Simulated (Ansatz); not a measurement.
`C[O][SnH]([F])[Cl]` + H₂ → `C[O][SnH2][F]` + HCl at 500 K and 1 bar (hydrogenolysis of the Sn–Cl bond).

Calculated with Ansatz (gas phase, PBE0-D4/def2-TZVP geometries, no zero-point term in ΔE). CCSD(T)/CBS adds triple-zeta CCSD(T) − MP2 to the extrapolated MP2 energy (def2 sets, frozen cores). This one scheme is used for every species. Elements past krypton have def2 core potentials. For Sn outer-core shells are correlated without core-valence functions, which leaves a few kJ/mol of doubt a bond. Each species was taken in one conformer, which may not be the lowest.

```tsv
species	CCSD(T)/CBS energy (Eh)	H − E (kJ/mol)	S (J/(mol·K))
`C[O][SnH]([F])[Cl]`	-889.30712	183.9	445.8
H₂	-1.17544	41.0	145.5
`C[O][SnH2][F]`	-430.07156	192.5	406.0
HCl	-460.38127	32.5	201.9
```

H − E and S are ideal-gas, rigid-rotor, harmonic terms from PBE0-D4/def2-TZVP, for one conformer and one mirror image of each species. The MP2-based limit puts H₂ 0.8 mEh under its directly extrapolated value; such offsets cancel only in part. 1 Eh = 2625.50 kJ/mol, R = 8.31446 J/(mol·K).

**Question.** By hand: ΔE, ΔH, ΔS and ΔG.

**Answer.** ΔE = (-430.07156) + (-460.38127) − (-889.30712) − (-1.17544) = 0.02973 Eh = 78.1 kJ/mol. Δ(H − E) = 192.5 + 32.5 − 183.9 − 41.0 = 0.1, so ΔH = 78.2 kJ/mol. ΔS = 406.0 + 201.9 − 445.8 − 145.5 = 16.6 J/(mol·K). ΔG = 78.2 − 500 × (16.6)/1000 = 69.9 kJ/mol.

**Question.** By hand: the equilibrium constant, and the temperature at which ΔG would vanish if ΔH and ΔS stayed fixed.

**Answer.** log₁₀ K = −ΔG/(RT ln 10) = -7.3. ΔG = 0 at ΔH/ΔS = 4711 K, far beyond where these terms or the molecules hold.

ΔH outweighs TΔS. A doubt of 5 kJ/mol in ΔE shifts log₁₀ K by 0.5 here. Other conformers and mirror images would add mixing entropy, several J/(mol·K) or more a flexible species. Modes under 60 cm⁻¹, often nearly free rotors, make the harmonic entropy too high. These are equilibria of isolated gas molecules and say nothing of rates. Largest T1 diagnostic: 0.014 (customary marks: 0.02 for closed shells, 0.045 for open ones).
